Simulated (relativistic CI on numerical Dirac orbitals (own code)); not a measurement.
Calculated levels, Ta⁸⁺

These numbers are calculated, not measured: Dirac-Coulomb-Breit CI, separate exchange-only KLI orbitals for each configuration, model QED, unscaled Slater integrals (own radial code, finite nucleus).

Configurations in the expansion (outside the closed core [Kr] 4d10): 4f13 5s2 5p4, 4f12 5s2 5p5, 4f14 5s2 5p3, 4f13 5s 5p5, 4f12 5s 5p6, 4f13 5s2 5p3 5d, 4f11 5s2 5p5 5d, 4f14 5s2 5p2 5d, 4f14 5s 5p4, 4f12 5s2 5p4 5d, 4f11 5s2 5p5 6s, 4f14 5s2 5p2 6s, 4f13 5s 5p4 5d, 4f13 5s2 5p3 5f, 4f14 5p5, 4f13 5s2 5p3 6s, 4f14 5s2 5p2 5g, 4f14 5s 5p3 6p, 4f13 5p5 5d, 4f14 5p4 5d, 4f14 5p4 6s, 4f11 5s2 5p6, 4f10 5s2 5p6 5d, 4f13 5p6, 4f12 5p6 5d, 4f14 5s2 5p2 6p, 4f14 5s2 5p 5d 6p, 4f14 5s2 5p2 5f, 4f14 5s2 5p 5d 5f, 4f14 5s 5p3 6s, 4f14 5s 5p2 5d 6s. Double excitations out of closed p, d and f shells are left out; levels of such configurations are missing from the list, as are those of other unlisted configurations, and high levels can miss mixing partners.

```tsv
No.	Configuration	Term	J	E (cm⁻¹)	%	Landé g	jj configuration (%)
1	4f13 5p4(1D)	2G°	9/2	0.0	47	1.187	4f7/2^7 5p3/2^2 (92)
2	4f13 5p4(3P)	4G°	11/2	430.0	76	1.231	4f7/2^7 5p3/2^2 (94)
3	4f13 5p4(3P)	2D°	3/2	1680.5	67	0.915	4f7/2^7 5p3/2^2 (91)
4	4f13 5p4(1D)	2F°	7/2	5142.2	38	1.218	4f7/2^7 5p3/2^2 (86)
5	4f13 5p4(3P)	2D°	5/2	7008.5	42	1.167	4f7/2^7 5p3/2^2 (87)
6	4f12(3H) 5p5	4H°	13/2	13718.2	77	1.197	4f7/2^6 5p3/2^3 (89)
7	4f12(3H) 5p5	4G°	11/2	15868.2	42	1.173	4f7/2^6 5p3/2^3 (83)
8	4f13 5p4(1D)	2F°	5/2	16419.6	32	1.012	4f5/2^5 4f7/2^8 5p3/2^2 (95)
9	4f12(3H) 5p5	4I°	15/2	16593.3	99	1.198	4f7/2^6 5p3/2^3 (91)
10	4f13 5p4(3P)	4D°	3/2	18031.6	53	0.974	4f5/2^5 4f7/2^8 5p3/2^2 (92)
11	4f13 5p4(3P)	4D°	1/2	18762.4	82	0.108	4f5/2^5 4f7/2^8 5p3/2^2 (94)
12	4f12(3H) 5p5	2G°	9/2	19579.2	39	1.075	4f7/2^6 5p3/2^3 (62)
13	4f13 5p4(1D)	2G°	7/2	22317.0	33	0.978	4f5/2^5 4f7/2^8 5p3/2^2 (65)
14	4f13 5p4(3P)	4G°	9/2	22477.0	28	1.113	4f5/2^5 4f7/2^8 5p3/2^2 (66)
15	4f12(1G) 5p5	2H°	11/2	22963.0	41	1.156	4f7/2^6 5p3/2^3 (75)
16	4f12(3F) 5p5	2D°	5/2	26352.9	44	1.087	4f7/2^6 5p3/2^3 (93)
17	4f12(3H) 5p5	4H°	11/2	29021.9	51	1.143	4f5/2^5 4f7/2^7 5p3/2^3 (76)
18	4f12(3H) 5p5	4G°	9/2	29584.5	43	1.071	4f5/2^5 4f7/2^7 5p3/2^3 (91)
19	4f12(1G) 5p5	2F°	7/2	29935.1	24	1.125	4f7/2^6 5p3/2^3 (75)
20	4f12(3H) 5p5	2G°	9/2	32613.4	39	1.035	4f7/2^6 5p3/2^3 (49)
21	4f13 5p4(1S)	2F°	7/2	34823.5	45	1.132	4f7/2^7 5p3/2^2 (80)
22	4f14 5s2 5p3	2P°	3/2	34884.5	23	1.308	5p3/2 (56)
23	4f12(3H) 5p5	4I°	13/2	35835.8	68	1.096	4f5/2^5 4f7/2^7 5p3/2^3 (94)
24	4f12(3H) 5p5	4H°	7/2	37580.6	22	1.016	4f5/2^5 4f7/2^7 5p3/2^3 (57)
25	4f12(3H) 5p5	4G°	7/2	38478.1	40	1.003	4f5/2^5 4f7/2^7 5p3/2^3 (83)
26	4f12(3F) 5p5	4D°	1/2	38482.2	64	0.288	4f7/2^6 5p3/2^3 (66)
27	4f12(3F) 5p5	4F°	9/2	39335.2	39	1.142	4f5/2^5 4f7/2^7 5p3/2^3 (48)
28	4f12(3H) 5p5	4G°	5/2	40266.5	36	0.890	4f5/2^5 4f7/2^7 5p3/2^3 (86)
29	4f12(3F) 5p5	4D°	3/2	40297.7	59	1.035	4f5/2^5 4f7/2^7 5p3/2^3 (95)
30	4f12(3F) 5p5	4D°	5/2	42744.7	48	1.197	4f5/2^5 4f7/2^7 5p3/2^3 (85)
31	4f12(3F) 5p5	4G°	9/2	42834.0	55	1.107	4f5/2^5 4f7/2^7 5p3/2^3 (88)
32	4f12(3F) 5p5	4G°	7/2	43930.5	28	1.070	4f5/2^5 4f7/2^7 5p3/2^3 (48)
33	4f12(1G) 5p5	2H°	11/2	44515.4	51	1.076	4f5/2^5 4f7/2^7 5p3/2^3 (92)
34	4f12(3F) 5p5	4F°	3/2	44997.4	30	0.984	4f5/2^5 4f7/2^7 5p3/2^3 (34)
35	4f12(1G) 5p5	2F°	7/2	50045.0	37	1.005	4f5/2^4 4f7/2^8 5p3/2^3 (75)
36	4f12(3F) 5p5	2F°	5/2	50297.3	29	0.856	4f5/2^5 4f7/2^8 5p3/2^2 (42)
37	4f12(3F) 5p5	2G°	7/2	52912.6	38	1.014	4f5/2^5 4f7/2^7 5p3/2^3 (78)
38	4f13 5p4(1S)	2F°	5/2	53762.8	29	0.874	4f5/2^5 4f7/2^8 5p3/2^2 (47)
39	4f12(1G) 5p5	2G°	9/2	55736.4	49	1.068	4f5/2^4 4f7/2^8 5p3/2^3 (65)
40	4f12(3H) 5p5	4G°	5/2	56815.8	49	0.743	4f5/2^4 4f7/2^8 5p3/2^3 (88)
41	4f12(3H) 5p5	2I°	11/2	56931.0	46	0.986	4f5/2^4 4f7/2^8 5p3/2^3 (83)
42	4f12(3P) 5p5	2S°	1/2	57041.9	41	1.235	4f5/2^5 4f7/2^7 5p3/2^3 (46)
43	4f11 5s2 5p6	4I°	15/2	57214.4	96	1.193	4f7/2^5 (79)
44	4f12(1I) 5p5	2I°	13/2	64070.6	78	1.052	4f5/2^5 4f7/2^7 5p3/2^3 (93)
45	4f12(3P) 5p5	4S°	3/2	65372.4	39	1.513	4f7/2^6 5p3/2^3 (37)
```

Energies count from the lowest computed level; ° marks odd parity. Percentages are summed over parent terms; the parents shown are those of the largest component, closed shells are left out there. Filled j subshells are mostly left out of the jj labels.

The mean weight of the leading LS term, summed over parents, in these 45 levels is 47 %, and that of the leading jj configuration (from the same eigenvectors) 75 %, so jj coupling describes them better and the LS labels are nominal.

At this charge configurations can still be misplaced by up to about 7 % of their energy. Levels and lines within the n = 5 or 6 shells can be off by up to 10 % or somewhat more, and those that change n by about 2 %, since core polarisation is missing. Levels that differ in their count of f electrons can be misplaced by several ten thousand cm⁻¹, since the correlation energy of f electrons is missing or only estimated; rates across such gaps can be off by orders of magnitude.

LS names give the leading component of a level, which can be under half, so a name can repeat, a term be missing and a line seem to break the LS rules.
